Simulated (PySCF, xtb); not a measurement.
benzotriazole (C6H5N3), SMILES c1ccc2nn[nH]c2c1.

Geometry: B3LYP-D3(BJ)/def2-SVP.

These are C-PCM-B3LYP/def2-SVP in PySCF values and carry that method's errors.

The values are the electrostatic part of the solvation free energy, E(continuum) − E(gas) at the gas-phase geometry, in a cavity of scaled van der Waals radii (PySCF's table); cavitation and dispersion terms are not included. In vacuum the orbital gap is 5.39 eV. The dipole moment in vacuum is 3.95 D.

Problem. Estimate the values in water (ε = 78.36), acetonitrile (ε = 35.69), n-hexane (ε = 1.88). (An estimate is asked for; the answer gives what the named calculation found.)

Solution. 
```csv
solvent,ε,ΔG(elec) (kcal/mol),dipole (D),gap (eV)
water,78.36,-9.4,5.42,5.31
acetonitrile,35.69,-9.2,5.39,5.31
n-hexane,1.88,-4.0,4.52,5.36
```

For comparison, GFN2-xTB/ALPB(water) (xtb, at the GFN2-xTB geometry, all terms of that model) gives -7.7 kcal/mol.
